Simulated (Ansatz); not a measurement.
Geometry optimisation, RKS B3LYP-D4/def2-SVP (Ansatz 0.2.0).

Input file:

```yaml
crystal:
  periodic: [false, false, false]
  atoms:
    - { symbol: Si, position_ang: [-0.292607, -0.092304, -0.412399] }
    - { symbol: H, position_ang: [-0.059583, 0.699094, 2.122324] }
    - { symbol: F, position_ang: [0.969017, -0.785663, 0.276414] }
    - { symbol: F, position_ang: [-0.064873, 1.486976, -0.442912] }
    - { symbol: F, position_ang: [-0.348015, -0.600651, -1.931614] }
    - { symbol: O, position_ang: [-1.702368, -0.490486, 0.338944] }
    - { symbol: Si, position_ang: [-3.215086, -1.143343, 0.000892] }
    - { symbol: H, position_ang: [-3.073877, -2.595606, -0.287632] }
    - { symbol: H, position_ang: [-4.054128, -0.93275, 1.207376] }
    - { symbol: H, position_ang: [-3.811026, -0.449759, -1.173151] }
    - { symbol: H, position_ang: [-0.740154, 0.471692, 2.089057] }
basis:
  gaussian: { orbitals: def2-SVP }
hamiltonian:
  xc: b3lyp
  dispersion: d4
relax:
  f_tol: 0.03
  max_steps: 50
```

Command:

```bash
$ ansatz run input.yaml --threads 4 --pin off --max-ram 5120MiB --backend cpu --events-out ev --progress --plain --runs-dir out
```

Problem. Where does it end, and by what steps?

Solution. It converged. The force dipped under the threshold on the way, but the program's further checks kept it going. After 26 steps the energy has fallen by 0.179 eV; H11 moved furthest, 0.91 Å.

```
step  energy less start (eV)  largest force component (eV/Å)  accepted
   0                  0.0000                           1.577       yes
   1                 -0.1159                           0.565       yes
   2                 -0.1561                           0.238       yes
   3                 -0.1655                           0.045       yes
   4                 -0.1650                           0.430        no
   5                 -0.1674                           0.032       yes
   6                 -0.1705                           0.113       yes
   7                 -0.1713                           0.046       yes
   8                 -0.1717                           0.044       yes
   9                 -0.1713                           0.266        no
  10                 -0.1720                           0.033       yes
  11                 -0.1703                           0.455        no
  12                 -0.1728                           0.033       yes
  13                 -0.1731                           0.196       yes
  14                 -0.1740                           0.137       yes
  15                 -0.1761                           0.008       yes
  16                 -0.1767                           0.082       yes
  17                 -0.1768                           0.161       yes
  18                 -0.1774                           0.072       yes
  19                 -0.1782                           0.015       yes
  20                 -0.1711                           0.522        no
  21                 -0.1781                           0.145        no
  22                 -0.1785                           0.031       yes
  23                 -0.1786                           0.096       yes
  24                 -0.1788                           0.030       yes
  25                 -0.1790                           0.003       yes
  26                 -0.1791                           0.019       yes
```

```xyz
11
Properties=species:S:1:pos:R:3
Si -0.337 -0.098 -0.602
H 0.100 0.458 2.539
F 0.791 -0.710 0.354
F -0.120 1.483 -0.669
F -0.101 -0.690 -2.070
O -1.807 -0.455 -0.063
Si -3.307 -1.195 -0.110
H -3.126 -2.656 -0.323
H -3.976 -0.936 1.190
H -4.101 -0.611 -1.224
H -0.409 0.977 2.765
```

Whether the end is a true minimum wasn't checked by a vibrational analysis.

The run took 46 s on 4 threads of Arm Neoverse V1 (shared host), peak memory 0.28 GiB.
